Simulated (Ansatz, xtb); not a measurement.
**Two structures of FGaGeHSi+**

Structure X is a singlet given by its coordinates and structure Y is a triplet given by its coordinates. Both are isolated ions in the gas phase, relaxed with B3LYP/6-31G*.

X (Å):

```yaml
atoms:
  - { symbol: F, position_ang: [-3.5816, 2.4585, 2.2064] }
  - { symbol: Ga, position_ang: [-0.7618, 1.3141, -0.0394] }
  - { symbol: Ge, position_ang: [-0.9653, 3.7737, -0.2288] }
  - { symbol: Si, position_ang: [-2.4643, 2.9202, 1.1814] }
  - { symbol: H, position_ang: [-0.2745, -0.1551, -0.2397] }
```

Close contacts (Å): F1–Si4 1.58, Ga2–Ge3 2.48, Ga2–Si4 2.64, Ge3–Si4 2.23, Ga2–H5 1.56.

Y (Å):

```json
{"atom": "F", "x (Å)": "-3.2004", "y (Å)": "1.4650", "z (Å)": "-3.5854"}
{"atom": "Ga", "x (Å)": "-2.1152", "y (Å)": "-2.5911", "z (Å)": "0.2086"}
{"atom": "Ge", "x (Å)": "-3.8928", "y (Å)": "-1.2615", "z (Å)": "-1.5611"}
{"atom": "Si", "x (Å)": "-2.5436", "y (Å)": "0.4818", "z (Å)": "-2.5162"}
{"atom": "H", "x (Å)": "-1.1243", "y (Å)": "0.9024", "z (Å)": "-2.3377"}
```

Close contacts (Å): F1–Si4 1.59, Ga2–Ge3 2.84, Ge3–Si4 2.40, Si4–H5 1.49.

Estimate which is lower in electronic energy at CCSD(T)/def2-SVP + ΔMP2/def2-TZVPP, and by roughly how much.

Not settled: CCSD(T)/def2-SVP + ΔMP2/def2-TZVPP gives E(Y) − E(X) = +1.57 kcal/mol, but this leans on the basis-set step: CCSD(T) alone gives −1.63 kcal/mol.

The same difference at several levels:

```tsv
level	geometry	E(Y) − E(X) (kcal/mol)	departure from the last row (kcal/mol)	job, with rough time for the two
B3LYP/6-31G*	B3LYP/6-31G*	−12.90	−14.47	optimisation, 4.8 min
HF/def2-SVP	B3LYP/6-31G*	−31.69	−33.26	part of the CCSD(T) run
MP2/def2-SVP	B3LYP/6-31G*	+5.63	+4.06	part of the CCSD(T) run
CCSD(T)/def2-SVP	B3LYP/6-31G*	−1.63	−3.20	single point
CCSD(T)/def2-SVP + ΔMP2/def2-TZVPP	B3LYP/6-31G*	+1.57		single point, 4.4 min
```

B3LYP/6-31G*, HF/def2-SVP, CCSD(T)/def2-SVP put the two in the other order. The largest departure from CCSD(T)/def2-SVP + ΔMP2/def2-TZVPP is that of HF/def2-SVP, 33.26 kcal/mol. Levels run at GFN2-xTB geometries aren't shown. The last row adds to CCSD(T) the change of the MP2 difference between the two basis sets, here +3.20 kcal/mol, a large step that makes the value less sure. The triplet state of Y needn't be its ground state.

With harmonic frequencies from B3LYP/6-31G* (ideal gas, rigid rotor, one conformer each, 400 K, 1 atm): on the last row, ΔE + ΔZPE = +1.98 kcal/mol. A mode under 50 cm⁻¹ makes harmonic enthalpies and free energies unreliable, so none is given.

Open shells are spin-unrestricted. The correlated steps freeze 24 core orbitals; the filled d shell of Ga and Ge is correlated, in a basis made for valence electrons. ΔG holds the spin degeneracy. Codes used: Ansatz 0.2.0; the last row on 1 thread of AMD EPYC (Zen 3) on a shared host.
